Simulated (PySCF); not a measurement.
Bonds: Si1-C2, Si1-C7, Si1-N12, Si1-N24, C2-C3, C7-C8, N12-C13, C13-C14, C13-C15, N24-C25, C25-C26, C25-C27. C2 carries H4; C3 carries H5, H6; C7 carries H9; C8 carries H10, H11; N12 carries H16; C13 carries H17; C14 carries H18, H19, H20; C15 carries H21, H22, H23; N24 carries H28; C25 carries H29; C26 carries H30, H31, H32; C27 carries H33, H34, H35.

[PySCF 2.14.0 with density-fitted response routines: σ from GIAO-PBE0/pcSseg-1; geometry: PBE0-D3(BJ)/def2-SVP; one averaged value for each set of equivalent atoms; gas phase; no relativistic terms; a single conformation]

Scale: TMS for 13C and 1H and 29Si; 15N vs NH3 (reference shieldings calculated alike).

| atoms | nucleus | count | δ (ppm) |
| --- | --- | --- | --- |
| N12/N24 | 15N | 2 | 76.9 |
| C3/C8 | 13C | 2 | 143.5 |
| H18/H19/H20/H21/H22/H23/H30/H31/H32/H33/H34/H35 | 1H | 12 | 1.19 |
| H17/H29 | 1H | 2 | 3.20 |
| Si1 | 29Si | 1 | -37.0 |
| C13/C25 | 13C | 2 | ? |
| C2/C7 | 13C | 2 | 148.2 |
| H5/H6/H10/H11 | 1H | 4 | 6.24 |
| H16/H28 | 1H | 2 | ? |
| H4/H9 | 1H | 2 | 6.22 |
| C14/C15/C26/C27 | 13C | 4 | ? |

**Question.** Complete the table.

**Answer.** 
- C13/C25: 47.5 ppm, carbon bonded to 2 C, N, H
- C14/C15/C26/C27: 28.0 ppm, carbon bonded to C, 3 H
- H16/H28: 0.24 ppm, hydrogen on a nitrogen bonded to C, Si

OH/NH shifts are gas-phase values; hydrogen bonding in solution moves them, usually downfield. Shifts are as computed. Against solution values, carbons near 30 ppm lie about +2 ppm off and those near 130 ppm about +5 ppm. Of 1313 compounds with measured shifts, 239 miss one by over three times the rms of a fit or turn the order of signals round; such compounds aren't used in these exercises. Experimental scales use liquid or dissolved standards, which lie at an offset from isolated NH3 (liquid NH3: subtract about 20 ppm).
